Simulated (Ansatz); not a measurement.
The cluster Be₄O₃. Charge 0, multiplicity 1. Geometry PBE0-D4/def2-SVP.

```xyz
7

Be    1.973   -2.099    1.184
Be   -2.025    0.633   -0.655
Be    0.125   -0.131    0.076
Be   -0.460    2.003   -0.839
O    -1.386   -0.504   -0.100
O     1.118   -1.185    0.674
O     0.655    1.283   -0.340
```

At PBE-D4/def2-SVP, r2SCAN-D4/def2-TZVP an occupied level lies above an empty one. Another isomer (singlet) lies 4.85 eV lower at PBE0-D4/def2-TZVP; other spin states weren't run for this one.

Task: Estimate the orbital energies around the gap (eV) in Ansatz with PBE-D4/def2-SVP, r2SCAN-D4/def2-TZVP, PBE0-D4/def2-TZVP, ωB97X-V/def2-TZVP, ωB97M-V/def2-TZVP.

Result: 
```
orbital  PBE-D4/def2-SVP  r2SCAN-D4/def2-TZVP  PBE0-D4/def2-TZVP  ωB97X-V/def2-TZVP  ωB97M-V/def2-TZVP
 HOMO−5            -7.87                -7.99              -9.15             -11.17             -11.23
 HOMO−4            -7.21                -7.32              -8.64             -11.09             -11.10
 HOMO−3            -6.93                -6.95              -7.96              -9.98             -10.05
 HOMO−2            -6.16                -6.16              -7.18              -9.09              -9.17
 HOMO−1            -6.12                -6.14              -7.12              -9.00              -9.07
   HOMO            -5.18                -5.12              -5.50              -6.78              -6.65
   LUMO            -5.28                -5.23              -5.03              -3.74              -4.06
 LUMO+1            -2.07                -1.62              -0.98               0.62               0.31
 LUMO+2            -1.00                -0.56              -0.47               0.67               0.36
 LUMO+3            -0.77                -0.40              -0.39               1.42               0.85
 LUMO+4            -0.71                -0.38               0.28               1.43               1.00
 LUMO+5            -0.65                -0.08               0.45               2.22               1.68
```
